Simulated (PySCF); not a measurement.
Computed IR spectrum (relative IR intensity) of a molecule CH₇NSi. Geometry optimised at PBE0-D3(BJ)/def2-SVP. One conformer was computed; it need not be the lowest. These are PBE0-D3(BJ)/def2-SVP run with PySCF 2.14.0 values and carry that method's errors. Frequencies are harmonic and unscaled.

ν (cm⁻¹): 162 (w), 231 (vw), 367 (s), 464 (w), 658 (vw), 746 (m), 848 (w), 891 (m), 911 (w), 924 (m), 944 (vs), 1259 (w), 1428 (vw), 1546 (w), 2219 (vs), 3612 (w), 3711 (w) (against the strongest line: vs over 80 %, s over 45 %, m over 15 %, w over 4 %, vw less)

Which molecule gave these data?
A) NC[SiH3]
B) CN[SiH3]
C) C[SiH2]N

C, C[SiH2]N
